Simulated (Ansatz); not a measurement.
Steps of a relaxation of `C[SiH2]S[SiH2]` radical with UKS PBE-D4/def2-SVP.

```sh
$ ansatz run in.yaml --threads 2 --pin off --events-out ev --progress --plain --max-ram 32768MiB --backend cpu
```

```yaml
crystal:
  periodic: [false, false, false]
  atoms:
    - {symbol: C, position_ang: [-0.798300, 1.883800, 0.446700]}
    - {symbol: Si, position_ang: [-0.546400, 0.198700, -0.131100]}
    - {symbol: S, position_ang: [1.493900, -0.270300, 0.122700]}
    - {symbol: Si, position_ang: [1.461400, -2.233100, -0.688800]}
    - {symbol: H, position_ang: [-0.599800, 2.045000, 1.476900]}
    - {symbol: H, position_ang: [-1.898100, 2.220700, 0.304500]}
    - {symbol: H, position_ang: [-0.219000, 2.649300, -0.127400]}
    - {symbol: H, position_ang: [-0.833900, 0.073100, -1.577200]}
    - {symbol: H, position_ang: [-1.361000, -0.740100, 0.689300]}
    - {symbol: H, position_ang: [2.761500, -2.794500, -0.773600]}
    - {symbol: H, position_ang: [0.605100, -3.089500, 0.278500]}
basis:
  gaussian: {orbitals: def2-SVP}
magnetization: {spin_polarized: true, initial_magnetization: 1}
hamiltonian: {xc: pbe, dispersion: d4}
relax: {f_tol: 0.03, max_steps: 200}
```

Positions (Å) and forces (eV/Å) along the path, 9 of 9 steps:

```xyz
11
step=1 energy=-27718.0559 eV
C    -0.798    1.884    0.447   -1.836    2.405   -1.388
Si   -0.546    0.199   -0.131   -0.421   -0.963   -0.302
S     1.494   -0.270    0.123    1.395    0.267    0.233
Si    1.461   -2.233   -0.689   -2.151   -0.168    0.483
H    -0.600    2.045    1.477    0.452    0.082    1.691
H    -1.898    2.221    0.304    1.127   -0.576    0.094
H    -0.219    2.649   -0.127    0.016   -0.327    0.101
H    -0.834    0.073   -1.577   -0.304   -0.085   -0.382
H    -1.361   -0.740    0.689   -0.258   -0.257    0.017
H     2.761   -2.795   -0.774    1.722   -0.534   -0.064
H     0.605   -3.090    0.279    0.258    0.158   -0.483
11
step=2 energy=-27718.3555 eV
C    -0.807    1.935    0.446   -0.708    1.182   -0.206
Si   -0.551    0.213   -0.138   -0.088   -0.587   -0.192
S     1.555   -0.264    0.107    0.011   -0.060    0.013
Si    1.449   -2.279   -0.644   -0.480   -0.043    0.007
H    -0.560    2.085    1.504    0.161   -0.060    0.387
H    -1.888    2.228    0.327    0.421   -0.205    0.019
H    -0.222    2.674   -0.146    0.009   -0.146    0.038
H    -0.956    0.070   -1.577    0.055    0.005   -0.080
H    -1.400   -0.747    0.648    0.028   -0.076    0.070
H     2.849   -2.753   -0.713    0.447   -0.205    0.017
H     0.595   -3.219    0.205    0.142    0.195   -0.073
11
step=3 energy=-27718.3999 eV
C    -0.831    1.980    0.452    0.043    0.242    0.141
Si   -0.584    0.222   -0.141    0.049   -0.291   -0.091
S     1.527   -0.296    0.084    0.003    0.031   -0.026
Si    1.474   -2.319   -0.668   -0.006    0.044   -0.021
H    -0.562    2.103    1.523   -0.005   -0.065   -0.079
H    -1.896    2.266    0.334   -0.042   -0.014   -0.005
H    -0.222    2.694   -0.139    0.007   -0.052   -0.005
H    -0.965    0.080   -1.593   -0.009    0.026    0.056
H    -1.407   -0.759    0.658   -0.008    0.058   -0.017
H     2.902   -2.807   -0.696   -0.028    0.026    0.044
H     0.630   -3.221    0.205   -0.005   -0.006    0.004
11
step=4 energy=-27718.4024 eV
C    -0.803    1.969    0.461   -0.099   -0.214   -0.089
Si   -0.617    0.199   -0.182   -0.047    0.275    0.111
S     1.493   -0.281   -0.016    0.065    0.064   -0.002
Si    1.492   -2.323   -0.690    0.121   -0.073    0.064
H    -0.485    2.041    1.520    0.014   -0.003    0.009
H    -1.872    2.263    0.395    0.034    0.056    0.011
H    -0.201    2.675   -0.144   -0.005    0.005   -0.001
H    -1.056    0.096   -1.616   -0.014   -0.019   -0.023
H    -1.429   -0.761    0.644   -0.012   -0.038   -0.003
H     2.934   -2.740   -0.528   -0.036   -0.070   -0.047
H     0.608   -3.197    0.176   -0.021    0.015   -0.030
11
step=5 energy=-27718.4022 eV rejected
C    -0.820    1.955    0.476    0.067   -0.099   -0.096
Si   -0.603    0.203   -0.189   -0.202    0.080    0.186
S     1.522   -0.242   -0.117    0.086    0.073    0.057
Si    1.512   -2.317   -0.687    0.034   -0.082   -0.072
H    -0.561    2.032    1.551    0.039   -0.066   -0.026
H    -1.867    2.293    0.345   -0.003   -0.002   -0.035
H    -0.153    2.626   -0.097   -0.007    0.172    0.000
H    -1.103    0.086   -1.602    0.004    0.017   -0.031
H    -1.366   -0.772    0.666    0.014   -0.095   -0.016
H     2.933   -2.786   -0.494   -0.018   -0.008    0.002
H     0.572   -3.135    0.169   -0.014    0.011    0.030
11
step=6 energy=-27718.4097 eV
C    -0.816    1.964    0.464    0.006   -0.063    0.005
Si   -0.608    0.203   -0.174   -0.024    0.061    0.027
S     1.517   -0.254   -0.038    0.033    0.007    0.013
Si    1.500   -2.312   -0.679    0.039   -0.032   -0.026
H    -0.524    2.042    1.530    0.007   -0.017   -0.020
H    -1.876    2.275    0.367   -0.021    0.021   -0.003
H    -0.189    2.662   -0.126   -0.004    0.024   -0.005
H    -1.058    0.091   -1.606   -0.004   -0.006   -0.006
H    -1.397   -0.780    0.649    0.011   -0.006   -0.002
H     2.926   -2.789   -0.549   -0.030    0.005    0.007
H     0.589   -3.159    0.182   -0.012    0.005    0.009
11
step=7 energy=-27718.4112 eV
C    -0.818    1.958    0.466   -0.003    0.004   -0.004
Si   -0.597    0.208   -0.189   -0.016   -0.001    0.008
S     1.532   -0.244   -0.066    0.007    0.004   -0.001
Si    1.500   -2.312   -0.678    0.002   -0.017    0.005
H    -0.504    2.025    1.526    0.005   -0.001    0.002
H    -1.884    2.257    0.396   -0.004   -0.001    0.003
H    -0.216    2.676   -0.126   -0.001    0.000    0.001
H    -1.059    0.099   -1.617    0.002    0.000   -0.003
H    -1.371   -0.789    0.635    0.010    0.003   -0.005
H     2.916   -2.805   -0.515    0.000    0.000    0.002
H     0.566   -3.130    0.189   -0.002    0.010   -0.007
11
step=8 energy=-27718.4117 eV
C    -0.818    1.952    0.470   -0.016    0.019   -0.009
Si   -0.592    0.211   -0.207   -0.008   -0.007   -0.004
S     1.542   -0.229   -0.115   -0.001   -0.017    0.003
Si    1.506   -2.314   -0.675   -0.010   -0.016    0.020
H    -0.475    2.005    1.523   -0.004    0.015   -0.008
H    -1.890    2.240    0.434    0.035   -0.017    0.005
H    -0.241    2.686   -0.127   -0.008   -0.021    0.016
H    -1.070    0.110   -1.630   -0.003    0.003    0.003
H    -1.344   -0.801    0.619    0.008    0.006   -0.008
H     2.912   -2.820   -0.459   -0.018    0.010    0.001
H     0.535   -3.096    0.188    0.026    0.025   -0.020
11
step=9 energy=-27718.4118 eV
C    -0.818    1.951    0.470   -0.003    0.012   -0.002
Si   -0.591    0.210   -0.206   -0.004   -0.015    0.009
S     1.543   -0.231   -0.110   -0.003   -0.002   -0.009
Si    1.506   -2.314   -0.677   -0.006   -0.001    0.022
H    -0.477    2.009    1.523    0.000    0.005   -0.003
H    -1.889    2.239    0.432    0.009   -0.009    0.001
H    -0.240    2.683   -0.128   -0.002   -0.004    0.004
H    -1.070    0.109   -1.629    0.003    0.003    0.000
H    -1.342   -0.803    0.619    0.000    0.004   -0.006
H     2.911   -2.819   -0.460   -0.007    0.001   -0.001
H     0.534   -3.091    0.187    0.012    0.004   -0.015
```

Run time 30 s (2 threads of an AMD EPYC 7R13 on a shared host); peak host memory 0.65 GiB.
